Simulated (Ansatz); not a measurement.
Cost and result for the atomization energy of `Ic1cccs1` (9 atoms, 9 bonds).

Cartesian coordinates in Å:
```
I 2.867 -1.395 -0.799
C 1.037 -0.641 -0.229
C 0.528 0.592 -0.518
C -0.763 0.773 0.037
C -1.200 -0.318 0.728
S -0.045 -1.574 0.710
H 1.055 1.333 -1.101
H -1.342 1.680 -0.074
H -2.137 -0.449 1.247
```

The species carries charge 0 and has multiplicity 1. Correlated methods include outer-core shells of I, which these sets cover unevenly. I takes the def2 core potential. All single points use the PBE0-D4/def2-TZVP geometry. Program: Ansatz. All runs use 4 threads of an Intel Xeon on a shared host. Times are those of one run each, without the atoms' runs, and a repeat can differ threefold. Electronic energies, without spin–orbit coupling; frozen cores. CCSD(T)/CBS adds CCSD(T) − MP2 in def2-TZVPP to the MP2 limit, and its time is that of the two runs behind it. T1 = 0.011; the RHF reference is unstable towards UHF. With those shells the extrapolation isn't a true limit. B3LYP takes the VWN-RPA correlation (the form of Gaussian; ORCA's B3LYP/G). HSE06 is the plane-wave form, built on full-range PBE exchange.

CCSD(T)/CBS is a level of theory with its own doubt, some kJ/mol a heavy atom from the limit and from the frozen cores, so smaller differences don't rank the functionals.

```tsv
level	functions	wall time
LDA (SPW92)/def2-TZVPP	258	1.7 s
BLYP-D4/def2-TZVPP	258	2.6 s
PBE0-D4/def2-TZVPP	258	3.5 s
PBE-D4/def2-TZVPP (with forces)	258	3.6 s
BHLYP-D4/def2-TZVPP	258	3.7 s
HSE06-D4/def2-TZVPP	258	3.9 s
B3LYP-D4/def2-TZVPP (with forces)	258	5.5 s
PBE-QIDH/def2-TZVPP	258	7 s
CCSD(T)/def2-SVP	115	8 s
B97M-V/def2-TZVPP	258	9 s
MP2/def2-QZVPP	470	25 s
CCSD(T)/def2-TZVPP	258	3.1 min
CCSD(T)/CBS(def2)	–	3.5 min
```

Q: What atomization energy does each give, and how far from CCSD(T)/CBS? (Estimate.)

A: The calculation gave: 
| level | atomization (kcal/mol) | difference from CCSD(T)/CBS | per bond |
| --- | --- | --- | --- |
| LDA (SPW92)/def2-TZVPP | 1083.4 | 166.5 | 18.5 |
| BLYP-D4/def2-TZVPP | 919.4 | 2.5 | 0.3 |
| PBE0-D4/def2-TZVPP | 937.1 | 20.2 | 2.2 |
| PBE-D4/def2-TZVPP (with forces) | 961.8 | 44.9 | 5.0 |
| BHLYP-D4/def2-TZVPP | 878.5 | -38.4 | -4.3 |
| HSE06-D4/def2-TZVPP | 938.0 | 21.1 | 2.4 |
| B3LYP-D4/def2-TZVPP (with forces) | 914.8 | -2.1 | -0.2 |
| PBE-QIDH/def2-TZVPP | 925.3 | 8.4 | 0.9 |
| CCSD(T)/def2-SVP | 866.6 | -50.3 | -5.6 |
| B97M-V/def2-TZVPP | 923.1 | 6.2 | 0.7 |
| MP2/def2-QZVPP | 943.8 | 26.9 | 3.0 |
| CCSD(T)/def2-TZVPP | 889.3 | -27.6 | -3.1 |
| CCSD(T)/CBS(def2) | 916.9 | 0.0 | 0.0 |

From r2SCAN to r2SCAN0 (25 % exact exchange), in def2-TZVPP and without D4, the atomization energy moves by −19.6 kcal/mol: exact exchange takes away binding that semilocal exchange gives to molecules. Leaving LDA and LC-ωPBE aside and taking each functional with its dispersion term where it has one, the values spread over 83.3 kcal/mol, from BHLYP-D4 to PBE-D4. LDA lies +129.3 kcal/mol from PBE without D4, its usual overbinding. The D4 term adds +12.6 kcal/mol with B3LYP and +6.5 kcal/mol with PBE0; it sums over pairs of atoms, weighted by their polarisabilities, and B3LYP, whose exchange is more repulsive, gets the larger term.

Spin–orbit coupling would lower the free I atoms strongly, and the atomization energy with them, by more than many differences here.
